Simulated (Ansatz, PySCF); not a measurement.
C4H10Si2, SMILES C=C1CC[Si@H]1[SiH3].

Geometry optimised at B3LYP-D3(BJ)/def2-SVP. A frequency run showed that this geometry is not a minimum. The structure was generated by enumeration; whether it is a known compound was not checked.

Vertical ionisation energy (IE) and electron affinity (EA) in eV. Rows of orbital energies are one-electron estimates. Where ΔSCF, EOM or ADC give a negative EA the extra electron is unbound and the value depends on the basis.

```tsv
level	IE	EA
−ε(HOMO), −ε(LUMO), r2SCAN/def2-TZVP (PySCF)	6.33	1.40
−ε(HOMO), −ε(LUMO), PBE/def2-TZVP (PySCF)	6.14	1.60
ΔSCF, CAM-B3LYP/def2-SVPD (Ansatz), final states of multiplicity 2 and 2	9.13	-1.04
ΔSCF, PBE/def2-SVPD (Ansatz), final states of multiplicity 2 and 2	8.69	-0.75
```

**Question.** What vertical singlet–triplet gap does ΔSCF give with CAM-B3LYP/def2-SVPD (Ansatz, an electronic-structure program) and with PBE/def2-SVPD (Ansatz)? (The exact figures need the calculation; the answer reports its results.)

**Answer.** 3.89 and 3.85 eV (triplet above singlet where positive).
